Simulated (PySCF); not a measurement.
## How methods differ on the excitation energy of Hg(2+)

Hg(2+) [Xe] 4f14 5d10 (1S) → Hg(2+) [Xe] 4f14 5d9 6p1 (high-spin determinant), as a difference of total energies. Computed with PySCF 2.14 in x2c-TZVPPall (11s7p7d3f1g, 97 functions), with the spin-free X2C one-electron Hamiltonian (Gaussian nucleus). Correlated levels: valence and next inner shell: [Kr] 4d10 4f14 frozen. The calculations carry no spin-orbit coupling.

| method | excitation energy (eV) |
| --- | --- |
| UHF | 14.020 |
| MP2 (valence and next inner shell) | 14.762 |
| SCS-MP2 (valence and next inner shell) | 14.747 |
| CCSD (valence and next inner shell) | 14.542 |
| CCSD(T) (valence and next inner shell) | 14.533 |

Q: How much does correlation contribute at CCSD(T) (valence and next inner shell)?

A: 14.533 − (14.020) = 0.513 eV, measured against UHF.

A first-order spin-orbit estimate (lowest level to lowest level, LS coupling) adds -0.312 eV.

The basis was made for the ground configuration and has no added diffuse functions, so the excitation energy can come out too high.

The determinant of the upper state mixes LS terms, which raises its energy above the lowest term, most at the Hartree-Fock and MP2 levels.
